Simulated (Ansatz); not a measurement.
Li2Sn2. Charge 0, multiplicity 3. Geometry PBE-D4/def2-TZVPD, that of the charge -1 doublet.

```csv
atom,x (Å),y (Å),z (Å)
Li1,-1.673,1.412,1.102
Li2,-0.613,0.144,-1.361
Sn3,1.747,-1.409,-0.881
Sn4,0.539,-0.147,1.141
```

In the def2 sets Sn takes a core potential; there is no spin–orbit coupling. At PBE0-D4/def2-TZVPD a singlet of charge 0 lies 0.35 eV below the triplet at the same geometry. The structure comes from a short search, and lower isomers may exist.

Task: Estimate the α-spin orbital energies around the gap (eV) in Ansatz with PBE-D4/def2-TZVPD, r2SCAN-D4/def2-TZVPD, PBE0-D4/def2-TZVPD.

Result: 
```csv
orbital,PBE-D4/def2-TZVPD,r2SCAN-D4/def2-TZVPD,PBE0-D4/def2-TZVPD
HOMO−5,-11.49,-11.94,-12.99
HOMO−4,-8.78,-9.05,-9.86
HOMO−3,-4.82,-4.95,-5.62
HOMO−2,-4.47,-4.75,-5.13
HOMO−1,-4.32,-4.42,-5.06
HOMO,-3.29,-3.43,-3.89
LUMO,-2.46,-2.45,-1.91
LUMO+1,-2.41,-2.25,-1.89
LUMO+2,-1.71,-1.33,-1.20
LUMO+3,-1.04,-0.78,-0.54
LUMO+4,-0.59,-0.16,-0.08
LUMO+5,-0.08,0.43,0.30
β HOMO,-4.07,-4.19,-4.77
β LUMO,-3.71,-3.47,-2.93
```
